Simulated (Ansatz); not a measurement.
What each rung costs, and what it gives

The pair of GeH4 (SMILES [GeH4], atoms 1–5) and PH3 (SMILES P, atoms 6–9), both closed shells, in one local arrangement (a lower one may exist), relaxed at PBE0-D4/def2-TZVP:

```xyz
9
angstrom
Ge 0.0258 -0.0759 -1.9122
H 0.4386 -0.2614 -3.3809
H -0.0930 1.4211 -1.6022
H 1.0993 -0.7027 -1.0102
H -1.3195 -0.7691 -1.6683
P -0.3569 0.1805 1.9192
H 0.1538 -1.0905 2.2904
H -0.8320 0.4649 3.2265
H 0.8842 0.8333 2.1376
```

Interaction energies are counterpoise-corrected; the time is that of the whole pair.

Computed with Ansatz 0.2.0 (basis: as named in each row); correlated methods freeze the cores. Filled d shells of the heavier atoms are correlated. The def2 sets are not built for correlating such inner shells, so the correlated values are less sure here. B3LYP uses VWN-RPA correlation. Extrapolation: Hartree–Fock as exp(−7.88 √X), correlation as X^−2.97.

Times are rough, for one single point on 4 threads of a shared host (Arm Neoverse V1).

The estimate by CCSD(T) at an estimated basis limit (MP2 extrapolated from triple and quadruple zeta, plus CCSD(T) − MP2 in triple zeta) is -0.047 eV.

```csv
method,basis,time (s),interaction energy (eV),method less estimate
HF,STO-3G,under 1,0.038,0.086
PBE-D4,STO-3G,under 1,-0.019,0.028
SPW92,def2-SVP,under 1,-0.084,-0.037
PBE-D4,def2-SVP,under 1,-0.062,-0.015
B3LYP-D4,6-31G,under 1,-0.047,0.000
PBE0-D4,def2-SVP,under 1,-0.061,-0.014
PBE-D4,def2-TZVPPD,1,-0.061,-0.014
revPBE-D4,def2-TZVPPD,1,-0.051,-0.004
CCSD(T),def2-SVP,2,-0.006,0.041
BLYP-D4,def2-TZVPPD,2,-0.047,0.001
PBE0-D4,def2-TZVPPD,2,-0.056,-0.009
HSE06-D4,def2-TZVPPD,2,-0.057,-0.009
B3LYP-D4,def2-TZVPPD,2,-0.051,-0.004
wB97M-V,def2-SVP,3,-0.052,-0.004
r2SCAN-D4,def2-TZVPPD,3,-0.040,0.007
B2PLYP,def2-TZVPPD,4,-0.003,0.044
wB97X-V,def2-TZVPPD,6,-0.047,0.000
wB97M-V,def2-TZVPPD,6,-0.048,-0.001
B97M-V,def2-TZVPPD,8,-0.047,0.000
MP2,def2-QZVPPD,13,-0.046,0.001
CCSD(T),def2-TZVPPD,59,-0.035,0.013
```

T1 diagnostic: at most 0.014.
